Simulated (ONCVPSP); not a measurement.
# Transferability test, ONCV potential for K (Z = 19)

ONCVPSP 4.0.1 input, shortened (lines: element, Z, core and valence counts, functional; n l f; lmax; l rc ep ncon nbas qcut; lloc lpopt rc5 dvloc0; l nproj debl; icmod fcfact rcfact), PW91, scalar-relativistic:

```
  K 19.00    3    3  -109134      upf
    1    0    2.00
    2    0    2.00
    2    1    6.00
    3    0    2.00
    3    1    6.00
    4    0    0.50
    2
    0    2.15    0.00    4    8    6.70
    1    2.05    0.00    3    6    7.30
    2    1.75    0.40    4    9    4.80
    4    4    1.55    0.00
    0    2    1.50
    1    2    2.30
    2    3    0.70
    3    3.75    1.70
```

In the d channel the program set the typed energies aside and used 0.050, 0.750, 1.450 Ha.

Energies are relative to the spin-unpolarised reference configuration 3s2 3p6 4s0.5; without spin polarisation the order of configurations can differ from experiment.

```csv
valence configuration,charge,ΔE all-electron (eV),error AE − PS (meV)
3s2 3p6 4s1,0,-1.639,0.0
3s2 3p6 4s0,+1,2.706,-0.1
3s2 3p6 3d1 4s0,0,0.799,-0.5
```

What are ΔE and the potential's error for 3s2 3p6 4s0 4p1?

ΔE = -0.098 eV all-electron; the error (AE − PS) is +0.1 meV.

Levels in the configuration 3s2 3p6 4s0 4p1:

```
level  all-electron (eV)  pseudo (eV)
   3s            -36.878      -36.880
   3p            -20.343      -20.344
   4p             -1.394       -1.394
```
